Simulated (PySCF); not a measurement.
Delta-SCF ions had no search for a lower state. Excitations are Tamm–Dancoff values on a coarser integration grid. The basis has no diffuse functions, so Rydberg states are missing or too high.

Cartesian coordinates (Å):
SMILES: BC=O
```xyz
6

B     -0.7853     0.0095    -0.0093
C      0.7803     0.0869    -0.0794
O      1.2974    -0.6816     0.7042
H     -1.3603     0.6773     0.7845
H     -1.3517    -0.7985    -0.6673
H      1.4116     0.7268    -0.7259
```
Charge 0, spin multiplicity 1.

### Question
What is the computed LUMO, HOMO, total energy, S1 oscillator strength, vertical ionisation energy (Delta-SCF), dipole moment, S1–T1 gap (TDA) and S1 excitation (TDA) (PBE-D3(BJ)/def2-TZVP // M06-2X/def2-TZVP run with PySCF 2.14.0)?

### Answer

| Property | Result |
|---|---|
| LUMO | -3.05 eV |
| HOMO | -5.96 eV |
| total energy | -139.8061 Ha |
| S1 oscillator strength | 0.025 |
| vertical ionisation energy (Delta-SCF) | 9.85 eV |
| dipole moment | 2.07 D |
| S1–T1 gap (TDA) | 0.92 eV |
| S1 excitation (TDA) | 3.44 eV |
